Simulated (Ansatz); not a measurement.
H$_{7}$MgNSi$_{2}$ (`[MgH][N]([SiH3])[SiH3]`). Total charge 0; spin multiplicity 1.

```xyz
11

Mg    1.608   -0.268    1.316
N     0.129   -0.021    0.105
Si   -0.249    1.586   -0.332
Si   -0.674   -1.432   -0.425
H     2.903   -0.483    2.378
H     0.727    2.476    0.382
H    -1.619    2.014    0.075
H    -0.115    1.861   -1.792
H    -0.609   -1.645   -1.900
H     0.013   -2.598    0.226
H    -2.112   -1.490   -0.033
```

Problem. List the harmonic frequencies (cm⁻¹, unscaled) at PBE0-D4/def2-TZVP in Ansatz. (Estimate.)

Solution. Ansatz gave: 13, 108, 122, 129, 145, 304, 321, 461, 655, 684, 705, 725, 884, 935, 935, 960, 963, 966, 1006, 1069, 1664, 2137, 2141, 2185, 2190, 2191, 2202.
